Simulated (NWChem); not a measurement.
System: Si$_{3}$H$_{7}$ cation

NWChem input:

```
start job
memory heap 200 mb stack 900 mb global 1100 mb
charge 1
geometry units angstroms noautosym nocenter noautoz
  Si     0.449650    -1.872740    -0.059332
  Si    -1.020454    -0.094195    -0.173625
  Si     0.455447     1.775925     0.144317
  H      0.881120    -2.500654     1.218646
  H      1.231101    -2.367361    -1.224785
  H     -1.613997    -0.143934    -1.538218
  H     -1.975240    -0.280710     0.953554
  H     -0.485253     2.926372     0.052300
  H      1.457330     1.743738    -0.954247
  H      1.075780     1.625264     1.487426
end
basis spherical
  * library 6-31g*
end
dft
  xc b3lyp
  iterations 150
end
property
  shielding 9 1 2 3 4 5 6 8 9 10
end
task dft property
```

Parts of the log:

```
             Northwest Computational Chemistry Package (NWChem) 7.3.0
             --------------------------------------------------------

                             Geometry "geometry" -> ""
                             -------------------------

 Output coordinates in angstroms (scale by  1.889725989 to convert to a.u.)

  No.       Tag          Charge          X              Y              Z
 ---- ---------------- ---------- -------------- -------------- --------------
    1 Si                  14.0000     0.44965000    -1.87274000    -0.05933200
    2 Si                  14.0000    -1.02045400    -0.09419500    -0.17362500
    3 Si                  14.0000     0.45544700     1.77592500     0.14431700
    4 H                    1.0000     0.88112000    -2.50065400     1.21864600
    5 H                    1.0000     1.23110100    -2.36736100    -1.22478500
    6 H                    1.0000    -1.61399700    -0.14393400    -1.53821800
    7 H                    1.0000    -1.97524000    -0.28071000     0.95355400
    8 H                    1.0000    -0.48525300     2.92637200     0.05230000
    9 H                    1.0000     1.45733000     1.74373800    -0.95424700
   10 H                    1.0000     1.07578000     1.62526400     1.48742600

 Effective nuclear repulsion energy (a.u.)     183.8448250060

                              NWChem Property Module
                              ----------------------

  itol2e modified to match energy
  convergence criterion.

                                 NWChem DFT Module
                                 -----------------

 Summary of "ao basis" -> "ao basis" (spherical)
 ------------------------------------------------------------------------------
       Tag                 Description            Shells   Functions and Types
 ---------------- ------------------------------  ------  ---------------------
 Si                          6-31g*                  8       18   4s3p1d
 H                           6-31g*                  2        2   2s

  itol2e modified to match energy
  convergence criterion.

            General Information
            -------------------
          SCF calculation type: DFT
          Wavefunction type:  closed shell.
          No. of atoms     :    10
          No. of electrons :    48
           Alpha electrons :    24
            Beta electrons :    24
          Charge           :     1
          Spin multiplicity:     1
          Use of symmetry is: off; symmetry adaption is: off
          Maximum number of iterations: 150
          AO basis - number of functions:    68
                     number of shells:    38
          Convergence on energy requested:  1.00D-07
          Convergence on density requested:  1.00D-05
          Convergence on gradient requested:  5.00D-04

              XC Information
              --------------
                         B3LYP Method XC Potential
                     Hartree-Fock (Exact) Exchange  0.200
                        Slater Exchange Functional  0.800 local
                    Becke 1988 Exchange Functional  0.720 non-local
              Lee-Yang-Parr Correlation Functional  0.810
                  VWN I RPA Correlation Functional  0.190 local

             Grid Information
             ----------------
          Grid used for XC integration:  fine
          Radial quadrature: Mura-Knowles
          Angular quadrature: Lebedev.
          Tag              B.-S. Rad. Rad. Pts. Rad. Cut. Ang. Pts.
          ---              ---------- --------- --------- ---------
          Si                  1.10      123          12.0       770
          H                   0.35       60          13.0       590
          Grid pruning is: on
          Number of quadrature shells:   789
          Spatial weights used:  Erf1

      Superposition of Atomic Density Guess
      -------------------------------------

 Sum of atomic energies:        -869.93955034

 Renormalizing density from      49.00 to     48

      Non-variational initial energy
      ------------------------------

 Total energy =    -859.565873
 1-e energy   =   -1539.337936
 2-e energy   =     495.927238
 HOMO         =      -0.569933
 LUMO         =      -0.345053

   convergence    iter        energy       DeltaE   RMS-Dens  Diis-err
 ---------------- ----- ----------------- --------- --------- ---------
 d= 0,ls=0.0,diis     1   -872.3024902957 -1.06D+03  1.50D-02  5.63D-01
 d= 0,ls=0.0,diis     2   -872.3089331216 -6.44D-03  1.20D-02  2.12D-01
 d= 0,ls=0.0,diis     3   -872.3452407941 -3.63D-02  4.44D-03  6.23D-02
 d= 0,ls=0.0,diis     4   -872.3608077848 -1.56D-02  5.97D-04  4.88D-04
 d= 0,ls=0.0,diis     5   -872.3608978482 -9.01D-05  2.07D-04  1.25D-04
  Resetting Diis
 d= 0,ls=0.0,diis     6   -872.3609270938 -2.92D-05  2.94D-05  1.85D-06
 d= 0,ls=0.0,diis     7   -872.3609275879 -4.94D-07  9.66D-06  6.60D-08
 d= 0,ls=0.0,diis     8   -872.3609275954 -7.57D-09  4.43D-06  4.39D-08

         Total DFT energy =     -872.360927595429
      One electron energy =    -1564.219503162648
           Coulomb energy =      573.118570469056
    Exchange-Corr. energy =      -65.104819907794
 Nuclear repulsion energy =      183.844825005958

 Numeric. integr. density =       48.000002916660

                       DFT Final Molecular Orbital Analysis
                       ------------------------------------

 Vector   22  Occ=2.000000D+00  E=-5.174828D-01
              MO Center=  5.8D-01,  1.4D+00,  1.6D-01, r^2= 3.6D+00
   Bfn.  Coefficient  Atom+Function         Bfn.  Coefficient  Atom+Function
  ----- ------------  ---------------      ----- ------------  ---------------
    45      0.388444   3 Si pz               68      0.239083  10 H  s
    66     -0.237024   9 H  s                67      0.227633  10 H  s
    65     -0.224943   9 H  s                27     -0.165717   2 Si pz
    41     -0.158557   3 Si pz               62     -0.128545   7 H  s
    60      0.127435   6 H  s                61     -0.107970   7 H  s

 Vector   23  Occ=2.000000D+00  E=-5.112967D-01
              MO Center= -6.7D-02,  7.3D-01,  1.5D-03, r^2= 5.4D+00
   Bfn.  Coefficient  Atom+Function         Bfn.  Coefficient  Atom+Function
  ----- ------------  ---------------      ----- ------------  ---------------
    43      0.292549   3 Si px               25     -0.261581   2 Si px
     8     -0.226071   1 Si py               64     -0.199475   8 H  s
    63     -0.191690   8 H  s                 7      0.181744   1 Si px
    66      0.131943   9 H  s                 6     -0.128644   1 Si s
    68      0.128393  10 H  s                60      0.124623   6 H  s

 Vector   24  Occ=2.000000D+00  E=-4.737765D-01
              MO Center= -2.2D-01,  4.3D-01, -2.9D-02, r^2= 4.0D+00
   Bfn.  Coefficient  Atom+Function         Bfn.  Coefficient  Atom+Function
  ----- ------------  ---------------      ----- ------------  ---------------
    26      0.372476   2 Si py               44     -0.317261   3 Si py
     7      0.254910   1 Si px               25      0.192657   2 Si px
    43     -0.183796   3 Si px               22     -0.143427   2 Si py
    28      0.142050   2 Si s                40      0.125315   3 Si py
    24      0.114729   2 Si s                 6     -0.111357   1 Si s

 Vector   25  Occ=0.000000D+00  E=-3.335399D-01
              MO Center=  3.2D-01, -1.5D+00, -5.9D-02, r^2= 3.6D+00
   Bfn.  Coefficient  Atom+Function         Bfn.  Coefficient  Atom+Function
  ----- ------------  ---------------      ----- ------------  ---------------
     8      0.448554   1 Si py                7      0.435627   1 Si px
    12      0.328128   1 Si py               11      0.290939   1 Si px
     4     -0.160359   1 Si py                3     -0.155866   1 Si px
    44      0.149453   3 Si py               64      0.131110   8 H  s
    42     -0.106973   3 Si s                26     -0.098736   2 Si py

[...]

          -----------------------------------------
          Chemical Shielding Tensors (GIAO, in ppm)
          -----------------------------------------

                                NWChem CPHF Module
                                ------------------

  scftype          =     RHF
  nclosed          =       24
  nopen            =        0
  variables        =     1056
  # of vectors     =        3
  tolerance        = 0.10D-03
  level shift      = 0.00D+00
  max iterations   =       50
  max subspace     =       30

 SCF residual:    6.7482537873950080E-005

Iterative solution of linear equations
  No. of variables     1056
  No. of equations        3
  Maximum subspace       30
        Iterations       50
       Convergence  1.0D-04

   iter   nsub   residual    time
   ----  ------  --------  ---------
     1      3    5.69D-01      31.8
     2      6    5.83D-02      34.3
     3      9    2.76D-03      36.6
     4     12    1.12D-04      39.5
     5     15    1.27D-05      42.7

      Atom:    1  Si
        Diamagnetic
    879.0440      1.3102      0.7879
      1.3102    882.6618      0.6586
      0.7879      0.6586    874.2039

        Paramagnetic
   -698.8038    206.7889    126.9761
    206.7889   -672.4962     74.9251
    126.9761     74.9251  -1482.2916

        Total Shielding Tensor
    180.2402    208.0991    127.7640
    208.0991    210.1656     75.5836
    127.7640     75.5836   -608.0877

           isotropic =     -72.5606
          anisotropy =    -836.9789

          Principal Components and Axis System
                 1           2           3
             -630.5466    423.5644    -10.6998

      1        -0.1420      0.6844      0.7151
      2        -0.0537      0.7160     -0.6960
      3         0.9884      0.1372      0.0649

      Atom:    2  Si
        Diamagnetic
    881.9737     -1.4031      0.6485
     -1.4031    885.7673      0.2816
      0.6485      0.2816    877.0688

        Paramagnetic
   -395.6497     12.5609     22.3590
     12.5609   -429.5182      8.0097
     22.3590      8.0097   -541.7902

        Total Shielding Tensor
    486.3240     11.1578     23.0075
     11.1578    456.2491      8.2913
     23.0075      8.2913    335.2787

           isotropic =     425.9506
          anisotropy =     101.7477

          Principal Components and Axis System
                 1           2           3
              493.7824    452.5649    331.5046

      1         0.9376     -0.3168     -0.1431
      2         0.3124      0.9485     -0.0529
      3         0.1524      0.0049      0.9883

      Atom:    3  Si
        Diamagnetic
    880.6344      3.9893      0.6859
      3.9893    884.8897      0.9993
      0.6859      0.9993    877.5511

        Paramagnetic
   -408.1212     -2.1086     -4.2354
     -2.1086   -426.7327     -3.1950
     -4.2354     -3.1950   -375.1698

        Total Shielding Tensor
    472.5132      1.8807     -3.5496
      1.8807    458.1570     -2.1957
     -3.5496     -2.1957    502.3813

           isotropic =     477.6838
          anisotropy =      37.8636

          Principal Components and Axis System
                 1           2           3
              502.9262    472.2788    457.8464

      1        -0.1190      0.9859     -0.1177
      2        -0.0536      0.1120      0.9923
      3         0.9914      0.1244      0.0395

      Atom:    4  H
        Diamagnetic
     23.4799     -2.1539      3.9031
     -2.1539     26.6591     -5.6550
      3.9031     -5.6550     31.3979

        Paramagnetic
      0.1250      1.6276     -2.1814
      1.6276     -1.7002      4.8354
     -2.1814      4.8354    -13.2606

        Total Shielding Tensor
     23.6049     -0.5262      1.7217
     -0.5262     24.9588     -0.8197
      1.7217     -0.8197     18.1373

           isotropic =      22.2337
          anisotropy =       4.7786

          Principal Components and Axis System
                 1           2           3
               25.4194     23.6977     17.5839

      1        -0.4459      0.8544     -0.2668
      2         0.8716      0.4823      0.0876
      3        -0.2035      0.1935      0.9598

      Atom:    5  H
        Diamagnetic
     26.3108     -3.0502     -5.8496
     -3.0502     25.5640      4.4104
     -5.8496      4.4104     29.6617

        Paramagnetic
     -2.1881      2.3076      5.7844
      2.3076     -0.8502     -3.0109
      5.7844     -3.0109    -11.8002

        Total Shielding Tensor
     24.1227     -0.7426     -0.0652
     -0.7426     24.7138      1.3995
     -0.0652      1.3995     17.8615

           isotropic =      22.2327
          anisotropy =       4.7724

          Principal Components and Axis System
                 1           2           3
               25.4143     23.6980     17.5857

      1        -0.4980      0.8671     -0.0122
      2         0.8519      0.4865     -0.1939
      3         0.1621      0.1070      0.9810

      Atom:    6  H
        Diamagnetic
     26.1045     -0.3634      6.5234
     -0.3634     23.8570      0.2407
      6.5234      0.2407     33.7867

        Paramagnetic
      0.3839      0.5080     -3.0473
      0.5080      0.7072      0.5593
     -3.0473      0.5593     -3.7087

        Total Shielding Tensor
     26.4883      0.1447      3.4761
      0.1447     24.5642      0.7999
      3.4761      0.7999     30.0780

           isotropic =      27.0435
          anisotropy =       7.8398

          Principal Components and Axis System
                 1           2           3
               32.2700     24.7274     24.1331

      1         0.5146     -0.5810      0.6306
      2         0.0981      0.7705      0.6298
      3         0.8518      0.2622     -0.4535

      Atom:    7  H
        Diamagnetic
     27.3708     -5.3158      0.5665
     -5.3158     34.1997     -0.2500
      0.5665     -0.2500     22.1793

        Paramagnetic
     -0.8121      2.4385     -0.3481
      2.4385     -3.4056      0.1028
     -0.3481      0.1028      2.2035

        Total Shielding Tensor
     26.5587     -2.8773      0.2184
     -2.8773     30.7942     -0.1472
      0.2184     -0.1472     24.3828

           isotropic =      27.2452
          anisotropy =       7.5158

          Principal Components and Axis System
                 1           2           3
               32.2557     25.1258     24.3541

      1        -0.4515      0.8771     -0.1636
      2         0.8918      0.4496     -0.0506
      3        -0.0292      0.1687      0.9852

      Atom:    8  H
        Diamagnetic
     30.4665      2.0623     -7.0131
      2.0623     25.2886     -0.6595
     -7.0131     -0.6595     29.2510

        Paramagnetic
     -1.4638     -0.6044      2.9206
     -0.6044      0.6152      0.3433
      2.9206      0.3433     -0.5620

        Total Shielding Tensor
     29.0027      1.4579     -4.0925
      1.4579     25.9038     -0.3162
     -4.0925     -0.3162     28.6890

           isotropic =      27.8652
          anisotropy =       7.9507

          Principal Components and Axis System
                 1           2           3
               33.1657     26.1165     24.3134

      1         0.7207      0.2256      0.6555
      2         0.1739      0.8565     -0.4860
      3        -0.6711      0.4642      0.5780

      Atom:    9  H
        Diamagnetic
     26.2396      1.1975      6.1822
      1.1975     25.1200      0.5685
      6.1822      0.5685     33.6117

        Paramagnetic
      0.3136     -0.2275     -2.6449
     -0.2275      0.6926     -0.2751
     -2.6449     -0.2751     -2.4106

        Total Shielding Tensor
     26.5532      0.9700      3.5373
      0.9700     25.8127      0.2933
      3.5373      0.2933     31.2011

           isotropic =      27.8557
          anisotropy =       7.9869

          Principal Components and Axis System
                 1           2           3
               33.1803     26.0917     24.2950

      1         0.4797      0.3445      0.8069
      2         0.0979      0.8929     -0.4395
      3         0.8719     -0.2898     -0.3946
```

Level: B3LYP/6-31G* (spherical d), GIAO. All runs use the structure optimised with PBE0/def2-SVP. The output numbers the shielded atoms by their place in the input's list. The printed shielding anisotropy is the first printed principal value minus the mean of the other two.
